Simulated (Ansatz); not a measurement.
Ideal-gas functions of `Cl[C]1=[CH][GeH2][AlH]1` at 500 K and 1 bar, from an Ansatz frequency run at PBE0-D4/def2-TZVP.

Molar mass 163.1 g/mol, point group Cs (symmetry number 1), electronic degeneracy 1, moments of inertia 106.61, 502.464, 602.839 u Å². Harmonic wavenumbers (cm⁻¹, unscaled): 108, 218, 254, 271, 335, 390, 471, 474, 548, 602, 640, 687, 876, 886, 901, 1177, 1523, 1933, 2124, 2124, 3134.

Use S(trans) = R[1.5 ln M + 2.5 ln T − 1.1517]; rotational temperatures θ = 24.2544 K / I; S(rot) = R[ln(√π/σ · √(T³/θAθBθC)) + 1.5]; for each mode x = 1.438777 ν̃/T, S = R[x/(eˣ − 1) − ln(1 − e⁻ˣ)] and H = RT x/(eˣ − 1); 1 cm⁻¹ = 0.0119627 kJ/mol; R = 8.31446 J/(mol·K).

**Question.** By hand: the entropy, in J/(mol·K).

**Answer.** Translation 183.1. Rotation: θ = 0.2275, 0.0483, 0.0402 K, giving 126.9. Vibration, mode by mode: 18.06, 12.33, 11.10, 10.59, 8.93, 7.78, 6.40, 6.35, 5.34, 4.71, 4.32, 3.88, 2.53, 2.47, 2.39, 1.27, 0.57, 0.21, 0.13, 0.13, 0.01, in all 109.5. Electronic 0.0. Sum 419.5 J/(mol·K).

**Question.** By hand: H − E and G − E in kJ/mol, counted from the electronic energy.

**Answer.** Zero-point energy ½ × 19676 × 0.0119627 = 117.7; thermal vibration 30.4; translation, rotation and pV give 4 RT = 16.6. H − E = 164.7 kJ/mol, and G − E = 164.7 − 500 × 419.5/1000 = -45.1 kJ/mol.

Vibration gives 26 % of the entropy, 18.1 J/(mol·K) of it from the mode under 150 cm⁻¹: soft modes count most, and the harmonic formula is weakest for them.
